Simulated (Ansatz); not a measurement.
Reaction (formal exchange of groups at a C–In bond): `C=[C](F)[InH][CH3]` + `OBF` → `C=C(F)B(O)F` + `[CH3][InH2]`

Gas-phase electronic energies from Ansatz, PBE0-D4/def2-TZVP geometries. CCSD(T)/CBS adds triple-zeta CCSD(T) − MP2 to the extrapolated MP2 energy (def2 sets, frozen cores). This one scheme is used for every species. Functionals use def2-TZVPP. B3LYP here is the variant with VWN-RPA as its local correlation; programs differ in this. Elements past krypton have def2 core potentials. For In outer-core shells are correlated without core-valence functions, which leaves a few kJ/mol of doubt a bond. Each species was taken in one conformer, which may not be the lowest.

```tsv
level	ΔE (kcal/mol)	difference from CCSD(T)/CBS
PBE-D4	-5.9	-1.9
r2SCAN-D4	-6.9	-2.9
PBE0-D4	-6.8	-2.8
B3LYP-D4	-5.9	-1.9
ωB97X-V	-5.9	-1.9
ωB97M-V	-6.0	-2.0
B2PLYP	-5.0	-1.0
PBE	-5.9	-1.9
r2SCAN	-6.9	-2.9
PBE0	-6.8	-2.8
B3LYP	-5.9	-1.9
HF/def2-TZVPP	-7.6	-3.6
MP2/def2-TZVPP	-3.2	0.8
SCS-MP2/def2-TZVPP	-3.6	0.4
CCSD/def2-TZVPP	-5.2	-1.2
CCSD(T)/def2-TZVPP	-4.6	-0.6
HF/def2-QZVPP	-7.4	-3.4
MP2/def2-QZVPP	-2.8	1.2
SCS-MP2/def2-QZVPP	-3.3	0.7
HF/CBS(def2)	-7.4	-3.4
MP2/CBS(def2)	-2.6	1.4
CCSD/CBS(def2)	-4.6	-0.6
CCSD(T)/CBS	-4.0	0
```

Largest T1 diagnostic among the species: 0.013.

From PBE to PBE0 (25 % exact exchange), in def2-TZVPP and without D4, ΔE moves by −0.9 kcal/mol. In def2-TZVPP, CCSD(T) changes the Hartree–Fock value by +3.0 kcal/mol (the triples alone add +0.6 kcal/mol) and MP2 by +4.4 kcal/mol.
